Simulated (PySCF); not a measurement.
**Gas-phase thermal properties of MgF**

Computed with PySCF (xtb for GFN2) and rigid-rotor harmonic-oscillator thermochemistry at 1 bar. The comparison is the NASA 1993 polynomial table, which mixes measured and estimated data. 6-31G* has spherical d functions here. Open shells (unrestricted): MgF (multiplicity 2). GFN2 has no spin-polarisation term. B3LYP is the form with VWN-RPA correlation. The harmonic model lacks anharmonicity and excited electronic states, which grow with temperature; levels with a mode under 35 cm⁻¹ are left out. The table's entry may be an old estimate for MgF (not checked at source).

```
level           point group  σ  ZPE (kJ/mol)  S°298 (J/mol/K)  Cp298 (J/mol/K)  S°1000 (J/mol/K)  H1000 − H298 (kJ/mol)
--------------  -----------  -  ------------  ---------------  ---------------  ----------------  ---------------------
table                     -  -             -            221.1             32.6             263.8                   25.1
B3LYP/6-31G*            C∞v  1           4.4            220.9             32.3             263.2                   24.8
GFN2-xTB                C∞v  1           3.4            221.7             33.7             265.0                   25.3
HF/6-31G*               C∞v  1           4.6            220.6             32.0             262.7                   24.7
PBE/def2-SVP            C∞v  1           4.2            221.4             32.6             264.0                   25.0
PBE0/def2-TZVP          C∞v  1           4.2            221.2             32.6             263.7                   25.0
```
σ: rotational symmetry number. Electronic degeneracy used: 2. Frequencies are unscaled.
